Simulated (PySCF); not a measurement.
tert-butylarsine (C4H11As), SMILES CC(C)(C)[AsH2].

Coordinates come from a PBE-D3(BJ)/def2-SVP optimisation.

Two levels are set side by side: PBE/def2-TZVP (PySCF) and PBE0/def2-TZVP (PySCF). Same geometry, gas phase. Differences are taken from unrounded values.

```tsv
quantity	PBE
orbital gap (eV)	5.33
highest occupied level (eV)	-5.95
lowest empty level (eV)	-0.62
dipole moment (D)	1.03
mean polarisability (bohr³)	85.2
```

Task: These are the PBE values. What does PBE0 give? (Estimate from the structure and the level; the computed values follow.)

Result: 
| quantity | PBE0 | PBE minus PBE0 |
|---|---|---|
| orbital gap (eV) | 7.23 | -1.90 |
| highest occupied level (eV) | -7.02 | 1.07 |
| lowest empty level (eV) | 0.21 | -0.82 |
| dipole moment (D) | 1.07 | -0.04 |
| mean polarisability (bohr³) | 82.9 | 2.2 |

Without exact exchange PBE keeps part of each electron's self-repulsion, which lifts occupied levels and narrows the gap. Differences between two approximate levels are no errors against the true value.

Rough cost on one machine, each run with all the roots and properties that it gave: PBE0 against PBE within a factor of 2.
